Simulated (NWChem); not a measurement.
## Electron attachment to C2H2N3

SMILES: [c]1nc[nH]n1
```xyz
7

C      0.0776     1.1453     0.0000
N      1.1442     0.3963     0.0000
N      0.5850    -0.8299     0.0000
C     -0.7586    -0.7310     0.0000
N     -1.1083     0.5432     0.0000
H      1.1658    -1.6611     0.0000
H     -1.4267    -1.5924     0.0000
```
Charge 0, spin multiplicity 2.

The numbers come from NWChem runs, not from measurements. Structure: optimised with UPBE0/def2-SVP, a minimum by its harmonic frequencies.

Basis set: def2-SVPD. The species with one electron more has spin multiplicity 1 and keeps the geometry of the parent. Δ marks differences of total energies (open shells unrestricted). −ε marks an orbital energy of the parent. That orbital need not have the symmetry of the hole or added electron in the Δ rows. The basis adds only a small set of diffuse functions.

B3LYP has NWChem's definition, with VWN1-RPA local correlation. The structure started from a generated list of species. The unpaired electrons of the parent sit in orbitals of symmetry a' (Cs labels of the run); other states weren't searched. No SCF solution was tested for a lower state.

Q: One of these methods gave a vertical electron affinity of 3.68 eV. Which?
A. ΔPBE
B. −ε(beta LUMO) of TPSS
C. −ε(beta LUMO) of B3LYP
D. G0W0@PBE

A: B, −ε(beta LUMO) of TPSS. The others give 0.83 (ΔPBE), 3.18 (−ε(beta LUMO) of B3LYP), 1.00 (G0W0@PBE).
